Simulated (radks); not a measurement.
Values are calculated unless marked as measured or tabulated.
All-electron atom: the tellurium ion Te+ in [Kr] 4d10 5s2 5p3 (the NIST ground configuration). Code: a radial shooting solver on a logarithmic mesh with Libxc functionals. Model: scalar-relativistic Kohn-Sham, XLYP, spin-unpolarised, spherical densities, finite nucleus; Fermi nuclear charge, rms radius 4.7423 fm.

Normalised radial functions P(r) = r R(r), r in bohr:

```
   r/bohr * 3p (the largest magnitude, 1.93, reaches the edge; | marks zero)
 0.001484                             *
 0.001713                             *
 0.001979                             *
 0.002285                             *
 0.002639                             *
 0.003048                             *
  0.00352                             *
 0.004065                             *
 0.004658                             |*
 0.005379                             |*
 0.006212                             |*
 0.007175                             |*
 0.008286                             |*
 0.009569                             | *
  0.01105                             | *
  0.01276                             |  *
  0.01474                             |   *
  0.01702                             |    *
  0.01966                             |     *
   0.0227                             |      *
  0.02622                             |       *
  0.03028                             |         *
  0.03497                             |          *
  0.04039                             |            *
  0.04664                             |             *
  0.05387                             |              *
  0.06221                             |              *
  0.07185                             |              *
  0.08297                             |            *
  0.09506                             |          *
   0.1098                             |     *
   0.1268                             |*
   0.1464                       *     |
   0.1691                 *           |
   0.1953          *                  |
   0.2255     *                       |
   0.2605  *                          |
   0.3008  *                          |
   0.3474    *                        |
   0.4012        *                    |
   0.4634             *               |
   0.5351                  *          |
    0.618                      *      |
   0.7138                         *   |
   0.8243                           * |
    0.952                            *|
    1.099                             *
     1.27                             *
    1.466                             *
    1.693                             *
     1.94                             *
    2.241                             *
    2.588                             *
    2.989                             *
    3.451                             *
    3.986                             *
    4.603                             *
    5.316                             *
     6.14                             *
    7.091                             *
    8.189                             *
```

3p: eigenvalue -812.94 eV, 1 radial node at r = 0.129 bohr, <r> = 0.320 bohr, 90 % of the charge inside 0.481 bohr.
